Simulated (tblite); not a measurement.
C4H9FSi2.
Numbering: `[F:1][C@H:2]1[CH2:3][SiH2:4][CH:5]=[CH:6][SiH2:7]1` (hydrogens: H8 on C2; H9, H10 on C3; H11, H12 on Si4; H13 on C5; H14 on C6; H15, H16 on Si7)

Computed with GFN2-xTB (tblite), gas phase: L-BFGS steps from a force-field or distance-geometry start until the largest atomic force falls under 0.01 eV/Å.

Step 62: E = -579.4229 eV
```
atom  x, y, z in Å  |  force x, y, z in eV/Å
F1     -2.3780    1.3122    0.7261    0.022   0.015   0.037
C2     -1.1769    0.5928    0.6944    0.019   0.010  -0.036
C3     -1.3654   -0.6319   -0.1822    0.000  -0.014  -0.001
Si4     0.1747   -1.7423   -0.2110   -0.044  -0.043  -0.004
C5      1.7140   -0.6641   -0.3178   -0.026  -0.013  -0.045
C6      1.7316    0.6632   -0.1935    0.011  -0.006   0.038
Si7     0.2137    1.7518    0.0517   -0.018  -0.013  -0.010
H8     -1.0092    0.2902    1.7360   -0.017   0.007  -0.022
H9     -1.6102   -0.2994   -1.1930   -0.003  -0.003   0.006
H10    -2.2260   -1.2042    0.1721   -0.025   0.017   0.000
H11     0.0933   -2.6304   -1.3799    0.028   0.001   0.032
H12     0.2448   -2.5381    1.0255    0.008   0.002  -0.019
H13     2.6503   -1.1873   -0.4861    0.023   0.015   0.040
H14     2.6860    1.1751   -0.2499    0.024   0.043  -0.041
H15    -0.2276    2.3086   -1.2344    0.014   0.014   0.037
H16     0.4772    2.8129    1.0305   -0.016  -0.033  -0.013
```

Step 63: E = -579.4235 eV
```
atom  x, y, z in Å  |  force x, y, z in eV/Å
F1     -2.3787    1.3104    0.7246    0.006   0.014   0.032
C2     -1.1786    0.5900    0.6931    0.029   0.023  -0.030
C3     -1.3634   -0.6313   -0.1883   -0.017  -0.005   0.005
Si4     0.1739   -1.7441   -0.2059   -0.009  -0.012  -0.003
C5      1.7125   -0.6648   -0.3247   -0.013   0.007  -0.037
C6      1.7306    0.6625   -0.1965    0.007  -0.001   0.026
Si7     0.2123    1.7507    0.0570    0.030   0.002  -0.009
H8     -1.0143    0.2843    1.7340   -0.012   0.003  -0.013
H9     -1.6011   -0.2951   -1.1994   -0.003  -0.010   0.001
H10    -2.2267   -1.2019    0.1600   -0.042   0.004  -0.002
H11     0.0922   -2.6450   -1.3628    0.025  -0.014   0.009
H12     0.2462   -2.5237    1.0394    0.005  -0.010  -0.004
H13     2.6492   -1.1857   -0.4994    0.012   0.010   0.040
H14     2.6849    1.1763   -0.2586   -0.006   0.024  -0.037
H15    -0.2276    2.3194   -1.2244    0.011   0.007   0.037
H16     0.4811    2.8069    1.0406   -0.022  -0.042  -0.015
```

Step 64: E = -579.4240 eV
```
atom  x, y, z in Å  |  force x, y, z in eV/Å
F1     -2.3798    1.3094    0.7226    0.005   0.009   0.021
C2     -1.1798    0.5885    0.6910    0.019   0.022  -0.010
C3     -1.3621   -0.6313   -0.1929   -0.028   0.004   0.008
Si4     0.1732   -1.7460   -0.2019    0.019   0.014   0.000
C5      1.7109   -0.6651   -0.3315    0.003   0.016  -0.021
C6      1.7298    0.6621   -0.1984    0.006   0.003   0.006
Si7     0.2120    1.7501    0.0614    0.055   0.009  -0.006
H8     -1.0188    0.2808    1.7319   -0.005   0.000  -0.013
H9     -1.5936   -0.2928   -1.2046   -0.005  -0.015  -0.004
H10    -2.2281   -1.2005    0.1507   -0.047   0.001  -0.004
H11     0.0920   -2.6580   -1.3486    0.022  -0.023  -0.006
H12     0.2474   -2.5121    1.0510    0.004  -0.016   0.005
H13     2.6484   -1.1838   -0.5105   -0.003   0.007   0.037
H14     2.6836    1.1777   -0.2662   -0.028   0.005  -0.030
H15    -0.2276    2.3293   -1.2151    0.009   0.004   0.030
H16     0.4848    2.8006    1.0498   -0.025  -0.041  -0.011
```

**Question.** Estimate the geometry and energy of step 65. (The exact step hangs on the optimiser's Hessian estimate; all steps are aligned on step 64, rigid shifts and turns removed.)

**Answer.** E = -579.4245 eV, largest force 0.058 eV/Å
```
atom  x, y, z in Å  |  force x, y, z in eV/Å
F1     -2.3806    1.3091    0.7205    0.008   0.007   0.008
C2     -1.1808    0.5875    0.6881    0.002   0.013   0.010
C3     -1.3616   -0.6316   -0.1969   -0.029   0.011   0.011
Si4     0.1728   -1.7473   -0.1982    0.034   0.034   0.001
C5      1.7094   -0.6651   -0.3379    0.015   0.020  -0.001
C6      1.7291    0.6617   -0.2004    0.003   0.006  -0.018
Si7     0.2125    1.7495    0.0647    0.057   0.009  -0.001
H8     -1.0230    0.2781    1.7289    0.005  -0.001  -0.010
H9     -1.5877   -0.2922   -1.2093   -0.009  -0.017  -0.012
H10    -2.2298   -1.1997    0.1429   -0.046   0.003  -0.005
H11     0.0915   -2.6698   -1.3353    0.020  -0.029  -0.019
H12     0.2492   -2.5014    1.0612    0.003  -0.021   0.013
H13     2.6478   -1.1817   -0.5191   -0.010  -0.001   0.028
H14     2.6818    1.1793   -0.2740   -0.035  -0.009  -0.023
H15    -0.2269    2.3403   -1.2057    0.006   0.004   0.016
H16     0.4886    2.7923    1.0591   -0.024  -0.029   0.001
```

The energy changes by -0.0005 eV. The first-order estimate −F·Δx gives -0.0007 eV and the mean of the old and new forces, exact on a quadratic surface, -0.0005 eV. The step makes an angle of 82° with the force vector and moves no atom by more than 0.018 Å.

What follows is the cost of the whole relaxation. On an Arm Neoverse N1 with one thread, no GPU (shared host), this took 1.1 s wall.
